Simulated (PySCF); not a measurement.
Sn(F)2(Br)(OH) (BrF2HOSn), SMILES [Br][Sn]([F])([F])[OH].

Coordinates come from a B3LYP-D3(BJ)/def2-SVP optimisation. The def2 effective core potentials stand for the cores of Sn; spin–orbit coupling is left out. Other conformers were not sampled.

Two levels are set side by side: TDDFT-PBE/def2-SVPD (PySCF) and TDDFT-CAM-B3LYP/def2-SVPD (PySCF). Vertical, same geometry. The lowest singlet is HOMO→LUMO 99 % with PBE and HOMO→LUMO 97 % with the other functional; states are paired by order. Differences are taken from unrounded values.

```csv
quantity,TDDFT-CAM-B3LYP,TDDFT-PBE,TDDFT-PBE minus TDDFT-CAM-B3LYP
lowest singlet excitation (eV),4.84,4.00,-0.84
lowest triplet excitation (TDA) (eV),4.38,3.66,-0.73
first bright state (f over 0.05) (eV),6.58,5.28,-1.30
its oscillator strength,0.16,0.08,-0.08
```

Functionals without exact exchange tend to place singlet excitations lower, as here. Differences between two approximate levels are no errors against the true value.

Rough cost on one machine, each run with all the roots and properties that it gave: TDDFT-CAM-B3LYP against TDDFT-PBE about 8 times.
